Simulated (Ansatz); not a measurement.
`C[SiH2]BS` + `[NH2][ZnH]` → `C[SiH2][NH][ZnH]` + `BS` at 600 K and 1 bar (cleavage of the Si–B bond).

Calculated with Ansatz (gas phase, PBE0-D4/def2-TZVP geometries, no zero-point term in ΔE). CCSD(T)/CBS is the MP2 limit (def2-TZVPP, def2-QZVPP) plus CCSD(T) − MP2 in def2-TZVPP, frozen cores. This one scheme is used for every species. For Zn outer-core shells are correlated without core-valence functions, which leaves a few kJ/mol of doubt a bond. Scalar relativity is left out up to krypton. One conformer a species, not always the lowest.

```json
{"species": "`C[SiH2]BS`", "CCSD(T)/CBS energy (Eh)": "-753.93389", "H − E (kJ/mol)": "263.6", "S (J/(mol·K))": "442.4"}
{"species": "`[NH2][ZnH]`", "CCSD(T)/CBS energy (Eh)": "-1834.88092", "H − E (kJ/mol)": "113.5", "S (J/(mol·K))": "307.4"}
{"species": "`C[SiH2][NH][ZnH]`", "CCSD(T)/CBS energy (Eh)": "-2164.46335", "H − E (kJ/mol)": "263.6", "S (J/(mol·K))": "454.8"}
{"species": "`BS`", "CCSD(T)/CBS energy (Eh)": "-424.38198", "H − E (kJ/mol)": "108.7", "S (J/(mol·K))": "286.1"}
```

H − E and S are ideal-gas, rigid-rotor, harmonic terms from PBE0-D4/def2-TZVP, for one conformer and one mirror image of each species. 1 Eh = 2625.50 kJ/mol, R = 8.31446 J/(mol·K).

Question: By hand: ΔE, ΔH, ΔS and ΔG.

Answer: ΔE = (-2164.46335) + (-424.38198) − (-753.93389) − (-1834.88092) = -0.03052 Eh = -80.1 kJ/mol. Δ(H − E) = 263.6 + 108.7 − 263.6 − 113.5 = -4.8, so ΔH = -84.9 kJ/mol. ΔS = 454.8 + 286.1 − 442.4 − 307.4 = -8.9 J/(mol·K). ΔG = -84.9 − 600 × (-8.9)/1000 = -79.6 kJ/mol.

Question: By hand: the equilibrium constant, and the temperature at which ΔG would vanish if ΔH and ΔS stayed fixed.

Answer: log₁₀ K = −ΔG/(RT ln 10) = 6.9. ΔG = 0 at ΔH/ΔS = 9539 K, far beyond where these terms or the molecules hold.

The number of gas molecules stays the same, so ΔS is small and ΔH decides. A doubt of 5 kJ/mol in ΔE shifts log₁₀ K by 0.4 here. Other conformers and mirror images would add mixing entropy, several J/(mol·K) or more a flexible species. Modes under 60 cm⁻¹, often nearly free rotors, make the harmonic entropy too high. These are equilibria of isolated gas molecules and say nothing of rates. Largest T1 diagnostic: 0.016 (customary marks: 0.02 for closed shells, 0.045 for open ones).
